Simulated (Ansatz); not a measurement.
CH$_{7}$GaSn (`[CH3][GaH][SnH3]`). The species carries charge 0 and has multiplicity 1. Sn: def2 effective core potential.

Z-matrix (Å, degrees):
```
C
Ga 1 1.969
H 1 1.091 2 112.2
H 1 1.092 2 111.6 3 -123.4
H 1 1.096 2 108.2 3 118.6
Sn 2 2.625 1 121.4 3 -26.9
H 2 1.578 1 120.0 3 154.7
H 6 1.713 2 113.3 1 6.6
H 6 1.713 2 112.2 1 127.4
H 6 1.714 2 111.7 1 -113.6
```

Task: What are the harmonic wavenumbers in cm⁻¹ at PBE0-D4/def2-TZVP (Ansatz, finite differences of forces, unscaled)? (Estimate.)

Result: Ansatz gave: 20, 37, 103, 204, 296, 350, 391, 557, 581, 670, 679, 736, 738, 783, 1219, 1439, 1447, 1908, 1912, 1915, 1931, 3043, 3123, 3155.

Task: Is this a minimum?

Result: Yes, all 24 modes are real.

Task: Give the ideal-gas thermochemistry at 298.15 K and 1 bar (rigid rotor, harmonic oscillator; point group C1, symmetry number 1).

Result: Zero-point energy 162.9 kJ/mol; H(298) − E = 186.1 kJ/mol; entropy 389.6 J/(mol·K), of which translation 175.4, rotation 115.2, vibration 99.0; G(298) − E = 70.0 kJ/mol. Modes under 100 cm⁻¹ are hindered rotations or soft bends, so the harmonic entropy is rough.
